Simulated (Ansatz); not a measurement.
## Ligand exchange: Hf(CH3)Cl3 + C4H9Cl → HfCl4 + C5H12

Species: Hf(CH3)Cl3, singlet; C4H9Cl `CC(C)(C)Cl`, singlet; HfCl4 (hafnium tetrachloride) `[Cl][Hf]([Cl])([Cl])[Cl]`, singlet; C5H12 (neopentane) `CC(C)(C)C`, singlet. The partners trade CH3 for Cl: Hf–CH3 and C–Cl bonds give way to Hf–Cl and C–CH3.

Shapes, held fixed at every level: PBE0-D4/def2-TZVP. Programs: Ansatz 0.2.0. Electronic energies: no zero-point or thermal term.

Task: Estimate ΔE of this reaction.

Result: The highest level, CCSD(T)/def2-TZVPP, gives ΔE = -200.2 kJ/mol; the levels span -213.8 to -194.4. The column of differences is taken from that level and isn't an error. No measured value is set beside it here. For atoms past krypton def2 sets carry core potentials with scalar relativity. Outer-core shells of Hf are correlated, in sets that cover them unevenly.

```csv
level,kind,ΔE (kJ/mol),less CCSD(T)/def2-TZVPP
SPW92/def2-TZVPP,LDA,-194.4,+5.8
B3LYP-D4/def2-TZVPP,global hybrid,-196.1,+4.1
BHLYP-D4/def2-TZVPP,global hybrid,-202.6,-2.4
r2SCAN0-D4/def2-TZVPP,global hybrid,-200.5,-0.3
wB97M-V/def2-TZVPP,range-separated hybrid,-196.6,+3.6
B2PLYP/def2-TZVPP,double hybrid,-199.8,+0.4
CCSD(T)/def2-SVP,coupled cluster or CI,-213.8,-13.6
CCSD(T)/def2-TZVPP,coupled cluster or CI,-200.2,0.0
```
